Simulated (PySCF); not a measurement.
# Mo²⁹⁺: ionisation energy

Mo²⁹⁺ [Ne] 3s2 3p1 (2P) → Mo³⁰⁺ [Ne] 3s2 (1S), as a difference of total energies. Calculation: PySCF 2.14, in an even-tempered Gaussian basis (18 s from 3.6 bohr⁻², ratio 2.5; 12 p from 4.7 bohr⁻², ratio 2.5; 5 d from 20 bohr⁻², ratio 2.7; 4 f from 30 bohr⁻², ratio 2.7); the spin-free X2C one-electron Hamiltonian (Gaussian nucleus). Correlated levels: outer shells: 1s2 frozen; virtual orbitals above 40 to 60 times the deepest correlated orbital energy dropped. The calculations carry no spin-orbit coupling.

| method | ionisation energy (eV) |
| --- | --- |
| UHF | 1583.1 |
| LDA | 1584.8 |
| PBE | 1585.3 |
| PBE0 | 1585.1 |
| r2SCAN | 1585.0 |
| BHandHLYP | 1585.2 |
| B97-3 | 1584.9 |
| MP2 (outer shells) | 1583.7 |
| SCS-MP2 (outer shells) | 1583.5 |

A first-order spin-orbit estimate (lowest level to lowest level, LS coupling) adds 16.309 eV.

Breit and QED terms and the two-electron picture change are absent.

For comparison: 1587 ± 8 eV (semi-empirical (NIST evaluation); NIST Atomic Spectra Database, ionization energies).
